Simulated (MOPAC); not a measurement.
A run for MOPAC: PM6 on MoCl, 2S+1 = 6, a spin state set in the input, which need not be the lowest, a point of a bond scan (R = 2.350 Å).

```
PM6 1SCF PRECISE CHARGE=0 UHF MS=2.5 THREADS=1
ClMo

Mo     0.00000000 1     0.00000000 1     0.00000000 1
Cl     0.00000000 1     0.00000000 1     2.34953700 1
```

The log:

```
*******************************************************************************
 **                                                                           **
 **                              MOPAC v23.2.5                                **
 **                                                                           **
 *******************************************************************************
 ** MOPAC's Digital Object Identifier: https://doi.org/10.5281/zenodo.6511958 **
 **                                                                           **
 ** Please cite the open-source release paper for use of this MOPAC version:  **
 ** J. E. Moussa and J. J. P. Stewart (2026)                                  **
 ** MOPAC: An open-source semiempirical molecular orbital program             **
 ** J. Open Source Softw., 11(119), 8025, https://doi.org/10.21105/joss.08025 **
 *******************************************************************************

                              PM6 CALCULATION RESULTS

 *******************************************************************************
 *  PM6        - The PM6 Hamiltonian to be used
 *  UHF        - UNRESTRICTED HARTREE-FOCK CALCULATION
 *
 *
 *
 *                 CHARGE ON SYSTEM = 0
 *
 *
 *
 *  MS=        - IN MECI, MAGNETIC COMPONENT OF SPIN =  2.5
 *  PRECISE    - TIGHTER CRITERIA TO BE USED
 *  1SCF       - DO 1 SCF AND THEN STOP
 *  THREADS=1  - MULTI-THREADING NOT USED
 *  T=         - A TIME OF 172800.0 SECONDS REQUESTED
 *  DUMP=N     - RESTART FILE WRITTEN EVERY 7200.0 SECONDS REQUESTED
 *******************************************************************************
PM6 1SCF PRECISE CHARGE=0 UHF MS=2.5 THREADS=1
 ClMo

   ATOM   CHEMICAL          X               Y               Z
  NUMBER   SYMBOL      (ANGSTROMS)     (ANGSTROMS)     (ANGSTROMS)

     1      Mo          0.00000000  *   0.00000000  *   0.00000000  *
     2      Cl          0.00000000  *   0.00000000  *   2.34953700  *



          CARTESIAN COORDINATES

    NO.       ATOM           X           Y           Z

     1        Mo          0.0000      0.0000      0.0000
     2        Cl          0.0000      0.0000      2.3495

 General Reference for PM6:
 "Optimization of Parameters for Semiempirical Methods V: Modification of NDDO Approximations
 and Application to 70 Elements", J. J. P. Stewart, J. Mol. Mod., 13, 1173-1213 (2007)
 URL: https://link.springer.com/article/10.1007/s00894-007-0233-4

           Empirical Formula: Mo Cl  =     2 atoms



      MOLECULAR POINT GROUP   :   C*v


          UHF CALCULATION, NO. OF ALPHA ELECTRONS =    9
                           NO. OF BETA  ELECTRONS =    4

 -------------------------------------------------------------------------------
 PM6 1SCF PRECISE CHARGE=0 UHF MS=2.5 THREADS=1
 ClMo



     1SCF WAS SPECIFIED, SO BFGS WAS NOT USED
     SCF FIELD WAS ACHIEVED


                              PM6 CALCULATION
                                                       MOPAC v23.2.5 Linux




          FINAL HEAT OF FORMATION =         83.32141 KCAL/MOL =     348.61677 KJ/MOL


          COSMO AREA              =        102.79 SQUARE ANGSTROMS
          COSMO VOLUME            =         92.06 CUBIC ANGSTROMS

          IONIZATION POTENTIAL    =          7.454067 EV
          ALPHA SOMO LUMO (EV)    =         -7.454  1.894
          BETA  SOMO LUMO (EV)    =        -10.021  2.474
          NO. OF ALPHA ELECTRONS  =          9
          NO. OF BETA  ELECTRONS  =          4
          MOLECULAR WEIGHT        =        131.3930         POINT GROUP:  C*v

          MOLECULAR DIMENSIONS (Angstroms)

            Atom       Atom       Distance
           Cl     2   Mo     1     2.34954
           Cl     2   Mo     1     0.00000
           Mo     1   Cl     2     0.00000


          SCF CALCULATIONS        =          1





   ATOM   CHEMICAL          X               Y               Z
  NUMBER   SYMBOL      (ANGSTROMS)     (ANGSTROMS)     (ANGSTROMS)

     1      Mo          0.00000000  *   0.00000000  *   0.00000000  *
     2      Cl          0.00000000  *   0.00000000  *   2.34953700  *

                             CARTESIAN COORDINATES

   1   Mo        0.000000000     0.000000000     0.000000000
   2   Cl        0.000000000     0.000000000     2.349537000


           Empirical Formula: Mo Cl  =     2 atoms



      MOLECULAR POINT GROUP   :   C*v


          ALPHA EIGENVALUES
 -25.73681 -12.86233 -11.97727 -11.97727 -10.45782 -10.45782  -8.12919  -8.12919
  -7.45407   1.89369   2.65603   2.65603   3.55696  94.84818  94.92874  94.92874
  95.06066  95.06066


           BETA EIGENVALUES
 -24.61747 -11.19010 -10.02059 -10.02059   2.47392   2.47392   2.76507   2.84830
   2.84830   3.16810   5.02694   5.99174   5.99174  95.05737  95.16159  95.16159
  95.24789  95.24789


              NET ATOMIC CHARGES AND DIPOLE CONTRIBUTIONS

  ATOM NO.   TYPE          CHARGE      No. of ELECS.   s-Pop       p-Pop       d-Pop
    1         Mo           0.505621        5.4944     0.27696     0.09945     5.11797
    2         Cl          -0.505621        7.5056     1.99080     5.51305     0.00177
 DIPOLE           X         Y         Z       TOTAL
 POINT-CHG.     0.000     0.000    -5.706     5.706
 HYBRID        -0.000    -0.000    -0.314     0.314
 SUM           -0.000    -0.000    -6.021     6.021


          ATOMIC ORBITAL ELECTRON POPULATIONS

     Atom    s        px        py        pz      x^2-y^2     xz        z^2       yz        xy
    1 Mo   0.27696   0.02127   0.02127   0.05691   0.99991   1.06510   0.98794   1.06510   0.99991
    2 Cl   1.99080   1.91292   1.91292   1.68721   0.00009   0.00071   0.00018   0.00071   0.00009


                    (SZ)    =    2.500000
                    (S**2)  =    8.750999


          ATOMIC ORBITAL SPIN POPULATIONS

    Atom   Total    s     px     py     pz   x^2-y^2  xz     z^2    yz     xy
         Atomic
    1 Mo  4.7752  0.260  0.015  0.015  0.034  1.000  0.916  0.620  0.916  1.000
    2 Cl  0.2248  0.003  0.068  0.068  0.083  0.000  0.001  0.000  0.001  0.000

 **********************
 *                    *
 * JOB ENDED NORMALLY *
 *                    *
 **********************




 == MOPAC DONE ==
```

The run finished.

Cost: roughly 0.03 core-seconds.
